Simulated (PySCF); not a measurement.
Species: cyclo-(H2SnO)2.
Bonds: Sn1–O4, Sn1–O8, O4–Sn5, Sn5–O8. Hydrogens: H2, H3 on Sn1; H6, H7 on Sn5.

Method: PBE0-D3(BJ)/def2-SVP geometry optimisation, gas phase, def2 core potentials past Kr (PySCF 2.14.0); density fitting, grid level 1; the optimiser is geomeTRIC in internal coordinates, started from a GFN2-xTB structure with every atom displaced at random (about 0.03 Å).

The end geometry, which sets the zero of energy:
```
atom  x, y, z in Å
Sn1    -0.4260    0.5139   -1.3211
H2     -0.0367    2.0856   -1.8797
H3     -1.3763   -0.4223   -2.3955
O4      1.1569   -0.4832   -0.5849
Sn5     0.4617   -0.5300    1.3018
H6      1.4082    0.3820    2.4000
H7      0.0649   -2.1117    1.8273
O8     -1.1143    0.4799    0.5683
```

Question: These geometries come from the run, each turned onto the end geometry. Order them by energy, lowest first.
A.
```
atom  x, y, z in Å
Sn1    -0.4038    0.4877   -1.3419
H2     -0.0481    2.0821   -1.8661
H3     -1.4130   -0.4020   -2.3966
O4      1.1966   -0.4734   -0.5749
Sn5     0.4523   -0.5434    1.3122
H6      1.3959    0.4090    2.3858
H7      0.0603   -2.1475    1.8359
O8     -1.1019    0.5018    0.5619
```
B.
```
atom  x, y, z in Å
Sn1    -0.3778    0.4519   -1.2974
H2     -0.0388    2.0581   -1.7920
H3     -1.4248   -0.4130   -2.3613
O4      1.2047   -0.4671   -0.5729
Sn5     0.4299   -0.5483    1.2788
H6      1.3533    0.4204    2.3279
H7      0.0510   -2.0780    1.7855
O8     -1.0591    0.4903    0.5478
```
C.
```
atom  x, y, z in Å
Sn1    -0.4096    0.4955   -1.3333
H2     -0.0417    2.0805   -1.8680
H3     -1.4023   -0.4135   -2.3922
O4      1.1793   -0.4740   -0.5740
Sn5     0.4539   -0.5366    1.3073
H6      1.3979    0.3947    2.3903
H7      0.0641   -2.1258    1.8230
O8     -1.1034    0.4936    0.5633
```

Answer: C (0.008 eV), A (0.025 eV), B (0.149 eV).

In the order of the answer:

```csv
step,E above end (eV),largest force (eV/Å),rms force component (eV/Å),rms distance from end (Å),rms bond change (Å),bond most changed (Å)
2,0.008,0.27,0.078,0.021,0.004,Sn1–O8 +0.008
1,0.025,0.52,0.172,0.034,0.012,Sn5–H7 +0.019
0,0.149,1.97,0.596,0.070,0.036,Sn5–H7 -0.058
```

The cost below is that of the whole optimisation. Time: 36 s of wall time; peak memory 0.41 GiB. Hardware: one thread of an Arm Neoverse V2, on a shared host.
